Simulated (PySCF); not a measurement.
Isomers of C4H12OSi. Method used: PBE0-D3(BJ)/def2-SVP geometry optimisation, gas phase in PySCF 2.14.0. Energies are electronic, without zero-point or thermal terms, for one conformer each. No frequencies were run at this level. Point groups hold within 0.08 Å.

Question: Order them by energy at this level, lowest first, and give relative energies in kJ/mol.
A. `CC(O[SiH3])(C)C`
B. `[CH3:1][C:2]([CH3:3])([CH3:4])[SiH2:5][OH:6]` with C2–Si5–O6–H -77°
C. `[CH3:1][CH2:2][CH2:3][SiH2:4][O:5][CH3:6]` with C1–C2–C3–Si4 -178°, C2–C3–Si4–O5 59°, C3–Si4–O5–C6 -177°

Answer: B (0.0), A (41.1), C (42.6).

As drawn, the lowest has an O–H bond, which the highest lacks. Neighbours under 10 kJ/mol apart (CC(C)(C)O[SiH3] and CCC[SiH2]OC) can change places with a better method, another conformer or zero-point energy.

```tsv
SMILES	E (Eh)	E rel (kJ/mol)	dipole (D)	point group	A, B, C (MHz)
CC(C)(C)[SiH2]O	-523.75925	0.0	1.58	–	3799, 1964, 1858
CC(C)(C)O[SiH3]	-523.74360	41.1	1.31	–	4335, 1775, 1773
CCC[SiH2]OC	-523.74301	42.6	0.32	C1	6234, 1208, 1076
```

Q: How do the relative energies change in single points at PBE0/pcSseg-1 (no added dispersion term) on the same geometries?

A: 
| SMILES | PBE0-D3(BJ)/def2-SVP (kJ/mol) | PBE0/pcSseg-1 (kJ/mol) | shift |
| --- | --- | --- | --- |
| CC(C)(C)[SiH2]O | 0.0 | 0.0 | 0.0 |
| CC(C)(C)O[SiH3] | 41.1 | 43.6 | +2.5 |
| CCC[SiH2]OC | 42.6 | 40.3 | -2.3 |

Each column counts from its own lowest isomer. The lowest isomer stays, but the order above it changes; the largest shift is 2.5 kJ/mol.
